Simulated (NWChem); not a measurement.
# Which level was it?

SnNH2F: 5 atoms, total charge 0, spin state singlet. As SMILES, `[NH2][Sn][F]`. The shape is that of a PBE0-D4/def2-TZVP optimisation. This is one conformer, not always the lowest.

| atom | x (Å) | y (Å) | z (Å) |
| --- | --- | --- | --- |
| N | -0.3029 | 0.4955 | -0.3933 |
| Sn | 0.3389 | -0.0537 | 1.4232 |
| F | 0.9669 | -1.7759 | 0.7543 |
| H | -0.7468 | 1.3693 | -0.6291 |
| H | -0.2062 | -0.1089 | -1.1966 |

Orbital energies are those of the mean-field step.

A calculation with NWChem 7.3.0 gave:

| Quantity | Value |
| --- | --- |
| total energy | -6150.5546 Eh |
| dipole moment | 2.79 D |
| HOMO energy | -9.30 eV |
| LUMO energy | 1.18 eV |
| HOMO–LUMO gap | 10.48 eV |
| largest force | 1.133 eV/Å |

**Question.** Which of these levels gave the numbers?
A. CCSD(T)/STO-3G
B. HF/3-21G
C. MP2/STO-3G
D. HF/def2-SVP (core potential)

**Answer.** B. The others give -6116.3281 Eh (MP2/STO-3G), -6116.3590 Eh (CCSD(T)/STO-3G), -368.3210 Eh (HF/def2-SVP (core potential)).
